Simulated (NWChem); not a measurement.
# ZnSiNH₅O; SMILES [Zn]([O][SiH3])[NH2]

Computed with NWChem. Coordinates come from a PBE0/def2-SVP optimisation. Gas phase, vertical. One conformer.

CAM-B3LYP/def2-SVPD, TDA puts singlet state 1 at 5.23 eV with oscillator strength 0.075.

Question: Give the wavelength, the transition dipole and the radiative lifetime of that state in vacuum.

Answer: 
1. λ = 1239.84/5.23 = 237 nm, or 42180 cm⁻¹.
2. f = (2/3) ΔE μ² in atomic units, so μ = √(1.5 f/ΔE) = 0.77 a.u. = 1.94 D.
3. τ = 1.499 s cm⁻² / (f ν²) = 11 ns, for a non-degenerate state that emits at the vertical energy.
